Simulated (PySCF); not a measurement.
Isomers of C2H8Si2, mass 88.016 u with the commonest isotopes. Computed with PySCF 2.14.0, PBE0-D3(BJ)/def2-SVP geometry optimisation, gas phase. One conformer each, none proved a minimum here; rigid rotors.

Problem. Order these by rotational constant A, smallest first.
A. `[CH2:1]=[CH:2][SiH2:3][SiH3:4]` with C1–C2–Si3–Si4 -5°
B. `[SiH2]1C[SiH2]C1`
C. `[SiH3]/C=C\[SiH3]`

Solution. A (6499 MHz), B (7142 MHz), C (8602 MHz).

Problem. Order these by rotational constant C, smallest first.
A. `[SiH3]/C=C\[SiH3]`
B. `[SiH2]1C[SiH2]C1`
C. `[CH2:1]=[CH:2][SiH2:3][SiH3:4]` with C1–C2–Si3–Si4 -5°

Solution. A (1806 MHz), C (1926 MHz), B (2823 MHz).

Problem. Order these by radius of gyration √(Σ m r²/M), largest first.
A. `C1[SiH2]C[SiH2]1`
B. `[CH2:1]=[CH:2][SiH2:3][SiH3:4]` with C1–C2–Si3–Si4 -5°
C. `[SiH3]/C=C\[SiH3]`

Solution. C (1.802 Å), B (1.746 Å), A (1.462 Å).

```json
{"SMILES": "C=C[SiH2][SiH3]", "point group": "near Cs", "Ia (u·Å²)": "77.76", "Ib (u·Å²)": "196.51", "Ic (u·Å²)": "262.41", "κ": "-0.72", "μa (D)": "0.75", "μb (D)": "0.35", "μc (D)": "0.01"}
{"SMILES": "[SiH3]/C=C\\[SiH3]", "point group": "–", "Ia (u·Å²)": "58.75", "Ib (u·Å²)": "232.88", "Ic (u·Å²)": "279.79", "κ": "-0.89", "μa (D)": "0.12", "μb (D)": "0.77", "μc (D)": "0.00"}
{"SMILES": "C1[SiH2]C[SiH2]1", "point group": "–", "Ia (u·Å²)": "70.76", "Ib (u·Å²)": "126.60", "Ic (u·Å²)": "179.02", "κ": "-0.46", "μa (D)": "0.00", "μb (D)": "0.00", "μc (D)": "0.02"}
```
